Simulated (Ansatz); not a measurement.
The same path of CH6Ge + ClH (10 atoms, charge 0, multiplicity 1) was run twice with different band settings. Lost on the way: Ge1–H2, Cl9–H10. Made: Ge1–Cl9, H2–H10.

The calculation used RHF/def2-SVP (Ansatz 0.2.0).

Relaxed end points:

```xyz
10
Properties=species:S:1:pos:R:3
Ge -0.108 0.292 -0.158
H -0.312 0.136 1.360
H 1.394 0.449 -0.435
C -1.093 1.862 -0.803
H -2.160 1.756 -0.601
H -0.737 2.767 -0.308
H -0.958 1.983 -1.879
H -0.616 -0.980 -0.852
Cl 1.776 -2.854 1.697
H 1.183 -2.186 2.603
```

```xyz
10
Properties=species:S:1:pos:R:3
Ge 0.515 0.056 -0.927
H -1.327 -1.476 2.985
H 1.454 0.349 -2.098
C -0.618 1.575 -0.480
H -1.225 1.347 0.396
H -0.006 2.450 -0.262
H -1.281 1.809 -1.315
H -0.284 -1.222 -1.180
Cl 1.794 -0.349 0.797
H -0.653 -1.316 2.707
```

Common settings: movable images 9; climbing image yes; spring 5.0 eV/Å²; optimiser quadratic models (default); force threshold 0.05 eV/Å; iteration limit 60; end points relaxed.

| run | start path |
| --- | --- |
| 1 | through a guess of the saddle point |
| 2 | straight line |

Problem. What does each run give, and how far can it be trusted?

Solution. Run 1: converged after 20 iterations, highest image 2.324 eV above the first end. Neighbouring images differ by up to 1.5 eV, so the band resolves the path poorly. A vibrational analysis at the climbing image gives one clearly imaginary mode, 838i cm⁻¹: a first-order saddle point.
Run 2: converged after 25 iterations, highest image 2.324 eV above the first end. Neighbouring images differ by up to 1.7 eV, so the band resolves the path poorly. Another band between the same ends (9 images) ends at a top of the same energy, where a vibrational analysis finds 1 clearly imaginary mode.
The orbitals stay closed-shell, which can raise the energy where a bond breaks towards radicals; this wasn't checked here.
